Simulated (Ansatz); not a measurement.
Basis-set extrapolation for C₅H₈AlFO₃ (`CC1=CC(C)=[O+][Al-]([OH])([F])[O]1`) (PBE0-D4/def2-TZVP geometry, frozen core, Ansatz). Multiplicity 1, RHF reference.

```
                      def2-TZVPP   def2-QZVPP
                 HF  -760.439644  -760.471896
    MP2 correlation    -1.830181    -1.970278
CCSD(T) correlation    -1.942946      not run
```

Energies in hartree. Use E(X) = E(∞) + A·exp(−7.88·√X) for Hartree–Fock and E(X) = E(∞) + B·X^(−2.97) for correlation, with X = 3 and 4, and add CCSD(T) minus MP2 of the smaller set to the MP2 limit.

Task: What is the CCSD(T) energy at the basis-set limit?

Result: HF limit: -760.471896 + (-0.032252) × 0.13774 = -760.47634. MP2 limit: -1.970278 + (-0.140097) × 0.74074 = -2.07405. Higher-order term: -1.942946 − (-1.830181) = -0.11277. Total: -762.66316 hartree, 736.6 kJ/mol below CCSD(T)/def2-TZVPP.
